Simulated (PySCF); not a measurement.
Simulation results for AlClGeH$_{5}$N

All values are calculated (PySCF 2.14.0). Calculation on a computer-drawn molecule: optimised geometry and harmonic frequencies of an isolated molecule of the commonest isotopes, restricted reference for singlets and unrestricted otherwise, frozen core in MP2; on germanium a core potential holds 10 electrons, which the energies leave out, and 3d is frozen in MP2 and coupled-cluster steps.

AlClGeH$_{5}$N

Start structure:
```xyz
9
AlClGeH5N
N     -0.2640     0.0585    -0.3003
Ge     0.7134     0.6554     1.1416
Al     2.5945    -0.8780     0.9133
Cl     3.0605    -1.7071    -0.8807
H     -1.2154     0.5065    -0.4999
H      0.1592    -0.1442    -1.1819
H      0.8296     2.1662     1.0292
H     -0.2979     0.5050     2.2367
H      3.4164    -1.3100     2.1893
```

It was run with charge 0, multiplicity 1, method HF, basis cc-pV(D+d)Z and basis and core potential on germanium cc-pVDZ-PP ECP10MDF.

Drawn bonds:
```
atom  other atom  order
   1           2      1
   2           3      1
   3           4      1
   1           5      1
   1           6      1
   2           7      1
   2           8      1
   3           9      1
```

To be estimated
1. Estimate the total energy of AlClGeH$_{5}$N.
2. AlClGeH$_{5}$N: rotational constants?

## Answers
1. -1052.2445 hartree
2. 5.342, 1.14, 0.9769 GHz

Further results for AlClGeH$_{5}$N:

| Item | Value |
| --- | --- |
| convergence status largest gradient component | 5.071e-06 hartree/bohr |

Optimised structure:
```xyz
9
AlClGeH5N
N     -0.4984     0.0058    -0.3345
Ge     0.6275     0.6007     1.0138
Al     2.6193    -0.9043     1.0382
Cl     3.3695    -1.5276    -0.8510
H     -1.3263     0.5670    -0.4478
H     -0.0487    -0.0512    -1.2331
H      1.0387     2.0815     0.8476
H     -0.1810     0.5162     2.3169
H      3.3957    -1.4359     2.2972
```

Modes:
```
frequency (cm⁻¹)  reduced mass (dalton)
           36.57                  3.826
           76.62                  5.991
           160.4                  4.837
           215.7                  1.107
           323.4                  7.159
           394.2                  1.173
           491.4                  1.256
           525.5                  10.52
           629.6                  1.463
           683.7                  1.901
             689                  1.198
           754.6                   1.18
           805.7                  1.127
           960.6                  1.036
            1006                  1.123
            1705                  1.092
            2021                  1.043
            2144                  1.021
            2202                  1.018
            3722                  1.051
            3810                  1.094
```
